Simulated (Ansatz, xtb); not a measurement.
# Two isomers of C2H11NSeSi2

We compare a, `C[Se][SiH2]N(C)[SiH3]`, a singlet, with b, `CC[Si@H](N)[Se][SiH3]`, a singlet. Both are isolated molecules in the gas phase, relaxed with PBE-D3(BJ)/def2-SVP; each stands in its lowest conformer found.

Question: Estimate which is lower in electronic energy at CCSD(T)/def2-SVP + ΔMP2/def2-TZVPP, and by roughly how much.

Answer: The CCSD(T)/def2-SVP + ΔMP2/def2-TZVPP calculation puts structure b lower, by 91.7 kJ/mol.

Level by level:

| level | geometry | E(b) − E(a) (kJ/mol) | departure from the last row (kJ/mol) | job, with rough time for the two |
| --- | --- | --- | --- | --- |
| PBE-D3(BJ)/def2-SVP | PBE-D3(BJ)/def2-SVP | −98.0 | −6.3 | optimisation, 79 s |
| HF/def2-SVP | PBE-D3(BJ)/def2-SVP | −88.4 | +3.3 | part of the CCSD(T) run |
| MP2/def2-SVP | PBE-D3(BJ)/def2-SVP | −95.1 | −3.4 | part of the CCSD(T) run |
| CCSD(T)/def2-SVP | PBE-D3(BJ)/def2-SVP | −88.7 | +3.0 | single point |
| CCSD(T)/def2-SVP + ΔMP2/def2-TZVPP | PBE-D3(BJ)/def2-SVP | −91.7 |  | single point, 2.1 min |

As drawn, b has 1 C–C, 1 C–Si, 1 Se–Si, 2 N–H in place of 1 C–Se, 1 N–Si, 1 C–N, 1 C–H, 1 Si–H.

None of the levels shown reverses the order. The largest departure from CCSD(T)/def2-SVP + ΔMP2/def2-TZVPP is that of PBE-D3(BJ)/def2-SVP, 6.3 kJ/mol. Levels run at GFN2-xTB geometries aren't shown. The last row adds to CCSD(T) the change of the MP2 difference between the two basis sets, here −3.0 kJ/mol.

With thermal terms from frequencies at re-optimised GFN2-xTB minima (ideal gas, soft modes damped towards free rotors, one conformer each, 298.15 K, 1 atm): on the last row, ΔE + ΔZPE = −82.8, ΔH = −81.7, ΔG = −84.5 kJ/mol.

The correlated steps freeze 22 core orbitals; the filled d shell of Se is correlated, in a basis made for valence electrons. Mirror images aren't counted in ΔG. Programs: Ansatz 0.2.0, xtb 6.7.1; the last row on 4 threads of Arm Neoverse V2 on a shared host.
